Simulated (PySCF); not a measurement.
Job for PySCF: D3(BJ) and D4 dispersion corrections on CH4 (SMILES C).

```python
from pyscf import gto
from pyscf.dispersion import dftd3, dftd4

mol = gto.M(
    atom='''
    C     0.00000000    0.00000000   -0.00000000
    H     0.62892441    0.62892441    0.62892441
    H    -0.62892441   -0.62892441    0.62892441
    H     0.62892442   -0.62892442   -0.62892441
    H    -0.62892442    0.62892442   -0.62892441
    ''',
    basis='def2-svp',
    charge=0, spin=0, verbose=0, max_memory=1800)
d3, d4 = {}, {}
for xc in ['hf', 'pbe', 'blyp', 'revpbe', 'tpss', 'r2scan', 'b3lyp', 'pbe0', 'bhlyp', 'camb3lyp', 'b2plyp']:
    d3[xc] = float(dftd3.DFTD3Dispersion(mol, xc=xc, version='d3bj', atm=False).get_dispersion()['energy'])
    print(f'D3(BJ) {xc:10s} {d3[xc]:14.8f} Eh')
for xc in ['hf', 'pbe', 'blyp', 'revpbe', 'tpss', 'r2scan', 'b3lyp', 'pbe0', 'bhlyp', 'camb3lyp', 'b2plyp']:
    d4[xc] = float(dftd4.DFTD4Dispersion(mol, xc={'camb3lyp': 'cam-b3lyp'}.get(xc, xc), atm=True).get_dispersion()['energy'])
    print(f'D4     {xc:10s} {d4[xc]:14.8f} Eh')
```

Output:

```
D3(BJ) hf            -0.01381576 Eh
D3(BJ) pbe           -0.00118470 Eh
D3(BJ) blyp          -0.00239336 Eh
D3(BJ) revpbe        -0.00345542 Eh
D3(BJ) tpss          -0.00139635 Eh
D3(BJ) r2scan        -0.00028190 Eh
D3(BJ) b3lyp         -0.00191351 Eh
D3(BJ) pbe0          -0.00092197 Eh
D3(BJ) bhlyp         -0.00137944 Eh
D3(BJ) camb3lyp      -0.00071786 Eh
D3(BJ) b2plyp        -0.00079113 Eh
D4     hf            -0.00425774 Eh
D4     pbe           -0.00087352 Eh
D4     blyp          -0.00209893 Eh
D4     revpbe        -0.00406017 Eh
D4     tpss          -0.00119151 Eh
D4     r2scan        -0.00020763 Eh
D4     b3lyp         -0.00138950 Eh
D4     pbe0          -0.00070152 Eh
D4     bhlyp         -0.00083641 Eh
D4     camb3lyp      -0.00067368 Eh
D4     b2plyp        -0.00059772 Eh
```

The run finished.

Cost: about 0.04 core-seconds (a rough figure).
